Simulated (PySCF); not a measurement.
Al(SiH3)3 (AlH9Si3), SMILES [SiH3][Al]([SiH3])[SiH3]. Heavy atoms are numbered as in [Al:1]([SiH3:2])([SiH3:6])[SiH3:10]. Hydrogens are named by the atom that carries them.

Coordinates come from a PBE-D3(BJ)/def2-SVP optimisation. The structure was generated by enumeration; whether it is a known compound was not checked.

All values below come from HF/pcSseg-1 (PySCF).

GIAO shieldings, no solvent; atoms alike by connectivity are averaged. δ = σ(ref) − σ: ²⁹Si against TMS (σ = 393.8 ppm); ¹H against TMS (σ = 31.99 ppm), references at their B3LYP-D3(BJ)/def2-TZVP geometries, non-relativistic.

| nucleus | atoms | count | δ (ppm) |
|---|---|---|---|
| ²⁹Si | Si2 (SiH3) | 3 | -107.3 |
| ¹H | H on Si2 | 9 | 3.72 |
